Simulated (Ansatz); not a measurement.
Compare A (`C=[CH][Ga]([CH3])[Cl]`) with its isomer B (`C=C[CH2][GaH][Cl]`).

Program: Ansatz. Geometries: PBE0-D4/def2-TZVP. ΔE: electronic, gas phase. CBS: MP2 limit from def2 TZ/QZ plus the TZ coupled-cluster correction, frozen cores. DFT in def2-TZVPP. B3LYP here is the variant with VWN-RPA as its local correlation; programs differ in this. For Ga outer-core shells are correlated without core-valence functions, which leaves a few kJ/mol of doubt a bond. Scalar relativity is left out up to krypton. Each species was taken in one conformer, which may not be the lowest.

(1) Which isomer does CCSD(T)/CBS put lower? Give the gap. (Best estimate.)

(2) Give E(B) − E(A) in kcal/mol with ωB97M-V, BLYP-D4, B3LYP-D4, PBE0-D4, MP2/def2-TZVPP, B3LYP, HF/def2-TZVPP. (Estimate.)

(3) Does the order hold for the free energy at 298.15 K (harmonic terms from PBE0-D4)? (An estimate is asked.)

Largest T1 diagnostic: 0.012.

## Answers

(1) Ansatz gave: A, by 9.8 kcal/mol.

(2) Ansatz gave: ωB97M-V 8.8, BLYP-D4 7.9, B3LYP-D4 8.2, PBE0-D4 7.5, MP2/def2-TZVPP 9.6, B3LYP 8.8, HF/def2-TZVPP 9.3. None reverses the order clearly.

(3) The calculation gave: Yes: G(B) − G(A) = +9.2 kcal/mol, for one conformer each. Modes under 60 cm⁻¹, often nearly free rotors, make the harmonic entropy too high.

At CCSD(T), def2-SVP lies −2.2 kcal/mol from the extrapolated value and def2-TZVPP −0.2 kcal/mol. Leaving LDA and LC-ωPBE aside and taking each functional with its dispersion term where it has one, the values, not all of them listed here, spread over 2.9 kcal/mol, from B97M-V to B2PLYP. LDA lies −2.0 kcal/mol from PBE without D4.
